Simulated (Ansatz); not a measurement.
All values below come from frozen-core CCSD(T)/aug-cc-pVTZ // PBE0-D4/def2-TZVPD in Ansatz (a quantum-chemistry and plane-wave program).

Ansatz 0.2 input:
```yaml
crystal:
  periodic: [false, false, false]
  atoms:
    - { symbol: O, position_ang: [1.775999, -0.047052, 0.033684] }
    - { symbol: Ge, position_ang: [0.082393, -0.002254, 0.001568] }
    - { symbol: H, position_ang: [-0.61887, -0.798905, -1.181559] }
    - { symbol: H, position_ang: [-0.579568, 1.436486, -0.132644] }
    - { symbol: H, position_ang: [-0.659953, -0.588275, 1.27895] }
basis:
  gaussian: { orbitals: aug-cc-pVTZ }
correlation:
  method: ccsd_t
total_charge: -1
```

Output:

```
Functional definition: HF
1021 factors; integrals over basis functions are off by at most 1.0e-3 eV
mean field evaluation 1: about -58558.5566 eV, gradient 2.0e1 eV
mean field evaluation 2: about -58558.6032 eV, gradient 2.1e1 eV
mean field evaluation 4: about -58559.7501 eV, gradient 3.4e0 eV
mean field evaluation 8: about -58559.7812 eV, gradient 2.8e-1 eV
mean field evaluation 16: about -58559.3538 eV, gradient 1.4e1 eV
mean field -58559.78139455 eV, -2152.0322730041 hartree, gradient 2.7e-6 eV, S^2 0.000000; 0 other end points of the search recorded, 0 dependent functions left out
10 core orbitals not correlated
reference -58559.78139455 eV, -2152.0322730041 hartree; 12, 12 occupied and 152, 152 virtual orbitals, 1021 factors
second order -13.43831245 eV of doubles, -0.00000000 eV of singles
cycle   1  -13.06487321 eV  change    3.7e-1 eV  update   1.3e-1
cycle   2  -13.52803195 eV  change   -4.6e-1 eV  update   5.3e-2
cycle   3  -13.67923928 eV  change   -1.5e-1 eV  update   2.4e-2
cycle   4  -13.67575403 eV  change    3.5e-3 eV  update   7.5e-3
cycle   5  -13.66925754 eV  change    6.5e-3 eV  update   3.7e-3
cycle   6  -13.67008611 eV  change   -8.3e-4 eV  update   1.5e-3
cycle   7  -13.67046518 eV  change   -3.8e-4 eV  update   6.3e-4
cycle   8  -13.67025293 eV  change    2.1e-4 eV  update   3.3e-4
cycle   9  -13.67014426 eV  change    1.1e-4 eV  update   1.1e-4
cycle  10  -13.67023262 eV  change   -8.8e-5 eV  update   5.1e-5
cycle  11  -13.67021156 eV  change    2.1e-5 eV  update   2.0e-5
cycle  12  -13.67019475 eV  change    1.7e-5 eV  update   8.7e-6
perturbative correction -0.61855016 eV, -0.0227312991 hartree
Total energy: -58574.07013945 eV, -2152.5573746940 hartree
```

Cost: about 24 core-seconds (a rough figure).
